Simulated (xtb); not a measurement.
C₆H₉O (SMILES O=C1CC[CH]CC1), doublet, at a GFN2-xTB geometry, atoms displaced at random by about 0.06 Å a coordinate; xtb with GFN2-xTB.

Input for xtb:
```
$ xtb mol.xyz --gfn 2 --chrg 0 --uhf 1 --ohess --json

# file mol.xyz
16

O     -2.28925516     0.17243533     0.40409457
C     -1.18740086     0.10265168     0.16156941
C     -0.17293184     1.34543641     0.27937671
C      1.02562790     1.21828738    -0.60674166
C      1.77885434    -0.04631562    -0.28165649
C      1.03716579    -1.30296321     0.25593327
C     -0.47240969    -1.16538921    -0.15168162
H     -0.66146569     2.18081985     0.05216491
H      0.00304270     1.35835217     1.31682284
H      1.69175747     1.82792004    -0.31904434
H      0.64798722     1.21240232    -1.69557992
H      2.89200157    -0.22825490    -0.45906363
H      1.42220869    -2.24169144    -0.01207380
H      0.95638512    -1.23580752     1.45558749
H     -1.02139990    -1.93680899     0.22782832
H     -0.51236741    -1.39111841    -1.27807581
```

It wrote (shortened):

```
   ID    Z sym.   atoms
    1    8 O      1
    2    6 C      2-7
    3    1 H      8-16

           -------------------------------------------------
          |                Calculation Setup                |
           -------------------------------------------------

           -------------------------------------------------
          |                 G F N 2 - x T B                 |
           -------------------------------------------------

          ...................................................
          :                      SETUP                      :
          :.................................................:
          :  # basis functions                  37          :
          :  # atomic orbitals                  37          :
          :  # shells                           23          :
          :  # electrons                        39          :
          :  max. iterations                   250          :
          :  Hamiltonian                  GFN2-xTB          :
          :  restarted?                      false          :
          :  GBSA solvation                  false          :
          :  PC potential                    false          :
          :  electronic temp.          300.0000000     K    :
          :  accuracy                    1.0000000          :
          :  -> integral cutoff          0.2500000E+02      :
          :  -> integral neglect         0.1000000E-07      :
          :  -> SCF convergence          0.1000000E-05 Eh   :
          :  -> wf. convergence          0.1000000E-03 e    :
          :  Broyden damping             0.4000000          :
          :  net charge                          0          :
          :  unpaired electrons                  1          :
          ...................................................

 iter      E             dE          RMSdq      gap      omega  full diag
   1    -21.6564525 -0.216565E+02  0.385E+00    3.23       0.0  T
   2    -21.6938761 -0.374236E-01  0.209E+00    2.32       1.0  T
   3    -21.6955481 -0.167200E-02  0.115E+00    2.34       1.0  T
   4    -21.6982670 -0.271887E-02  0.157E-01    1.92       1.0  T
   5    -21.6983759 -0.108912E-03  0.684E-02    2.04       1.0  T
   6    -21.6983901 -0.142741E-04  0.285E-02    2.05       1.0  T
   7    -21.6983906 -0.469111E-06  0.963E-03    2.05       2.6  T
   8    -21.6983910 -0.413673E-06  0.199E-03    2.05      12.5  T
   9    -21.6983910  0.124023E-08  0.762E-04    2.05      32.8  T
  10    -21.6983910 -0.467518E-08  0.145E-04    2.05     172.1  T

   *** convergence criteria satisfied after 10 iterations ***

         :::::::::::::::::::::::::::::::::::::::::::::::::::::
         ::                     SUMMARY                     ::
         :::::::::::::::::::::::::::::::::::::::::::::::::::::
         :: total energy             -21.354478654791 Eh    ::
         :: gradient norm              0.353562394846 Eh/a0 ::
         :: HOMO-LUMO gap              2.048040841704 eV    ::
         ::.................................................::
         :: SCC energy               -21.698366017283 Eh    ::
         :: -> isotropic ES            0.023650732387 Eh    ::
         :: -> anisotropic ES          0.002995571223 Eh    ::
         :: -> anisotropic XC          0.009584311508 Eh    ::
         :: -> dispersion             -0.010516685354 Eh    ::
         :: repulsion energy           0.343887362492 Eh    ::
         :: add. restraining           0.000000000000 Eh    ::
         :: total charge               0.000000000000 e     ::
         :::::::::::::::::::::::::::::::::::::::::::::::::::::

      -----------------------------------------------------------
     |                   =====================                   |
     |                        A N C O P T                        |
     |                   =====================                   |
     |               Approximate Normal Coordinate               |
[...]
 * total energy  :   -21.3544787 Eh     change       -0.3463185E-10 Eh
 * total energy  :   -21.4143815 Eh     change       -0.5990284E-01 Eh
 * total energy  :   -21.4248685 Eh     change       -0.1048702E-01 Eh
 * total energy  :   -21.4257025 Eh     change       -0.8340100E-03 Eh
 * total energy  :   -21.4258354 Eh     change       -0.1328513E-03 Eh
 * total energy  :   -21.4258761 Eh     change       -0.4069911E-04 Eh
 * total energy  :   -21.4258990 Eh     change       -0.2289338E-04 Eh
 * total energy  :   -21.4259153 Eh     change       -0.1634802E-04 Eh
 * total energy  :   -21.4259261 Eh     change       -0.1074935E-04 Eh
 * total energy  :   -21.4259299 Eh     change       -0.3849346E-05 Eh
   *** GEOMETRY OPTIMIZATION CONVERGED AFTER 10 ITERATIONS ***
         :: total energy             -21.425929915591 Eh    ::
[...]
  17:  0.00  18:  0.00  19:  0.00  20:  0.00  21:  0.00  22:  0.00  23:  0.00  24:  0.00
  25:  0.00  26:  0.00  27:  0.00  28:  0.00  29:  0.00  30:  0.00  31:  0.00  32:  0.00
  33:  0.00  34:  0.00  35:  0.00  36:  0.00  37:  0.00  38:  0.00  39:  0.00  40:  0.00
  41:  0.00  42:  0.00  43:  0.00  44:  0.00  45:  0.00  46:  0.00  47:  0.00  48:  0.00
 output can be read by thermo (or use thermo option).
 writing <g98.out> molden fake output.
 recommended (thermochemical) frequency scaling factor: 1.0
           -------------------------------------------------
          |             Thermodynamic Functions             |
           -------------------------------------------------

c2  symmetry found (for desy threshold:  0.10E+00) used in thermo

          ...................................................
          :                      SETUP                      :
          :.................................................:
          :  # frequencies                          42      :
          :  # imaginary freq.                       0      :
          :  linear?                             false      :
          :  only rotor calc.                    false      :
          :  symmetry                               c2      :
          :  rotational number                       2      :
          :  scaling factor                  1.0000000      :
          :  rotor cutoff                   50.0000000 cm⁻¹ :
          :  imag. cutoff                  -20.0000000 cm⁻¹ :
          :.................................................:

    mode    ω/cm⁻¹     T·S(HO)/kcal·mol⁻¹    T·S(FR)/kcal·mol⁻¹   T·S(vib)
   ------------------------------------------------------------------------
       1     39.69    -1.57266 ( 28.41%)    -1.12437 ( 71.59%)    -1.25173
       2    162.97    -0.74985 ( 99.12%)    -0.70637 (  0.88%)    -0.74947
       3    217.26    -0.59088 ( 99.72%)    -0.62124 (  0.28%)    -0.59096
   ------------------------------------------------------------------------

   temp. (K)  partition function   enthalpy   heat capacity  entropy
                                   cal/mol     cal/K/mol   cal/K/mol   J/K/mol
 298.15  VIB   41.0                 2655.842     19.363     15.210
         ROT  0.963E+05              888.752      2.981     25.786
         INT  0.395E+07             3544.595     22.344     40.995
         TR   0.926E+27             1481.254      4.968     39.613
         TOT                        5025.8486    27.3124    80.6086   337.2662

       T/K    H(0)-H(T)+PV         H(T)/Eh          T*S/Eh         G(T)/Eh
   ------------------------------------------------------------------------
    298.15    0.800920E-02    0.140573E+00    0.382997E-01    0.102274E+00
   ------------------------------------------------------------------------

         :::::::::::::::::::::::::::::::::::::::::::::::::::::
         ::                  THERMODYNAMIC                  ::
         :::::::::::::::::::::::::::::::::::::::::::::::::::::
         :: total free energy         -21.323656372890 Eh   ::
         ::.................................................::
         :: total energy              -21.425929915592 Eh   ::
         :: zero point energy           0.132564072925 Eh   ::
         :: G(RRHO) w/o ZPVE           -0.030290530222 Eh   ::
         :: G(RRHO) contrib.            0.102273542703 Eh   ::
         :::::::::::::::::::::::::::::::::::::::::::::::::::::

optimized geometry written to: xtbopt.xyz

           -------------------------------------------------
          | TOTAL ENERGY              -21.425929915592 Eh   |
          | TOTAL ENTHALPY            -21.285356643154 Eh   |
          | TOTAL FREE ENERGY         -21.323656372890 Eh   |
          | GRADIENT NORM               0.000717849380 Eh/α |
          | HOMO-LUMO GAP               1.533695400776 eV   |
           -------------------------------------------------

normal termination of xtb
```
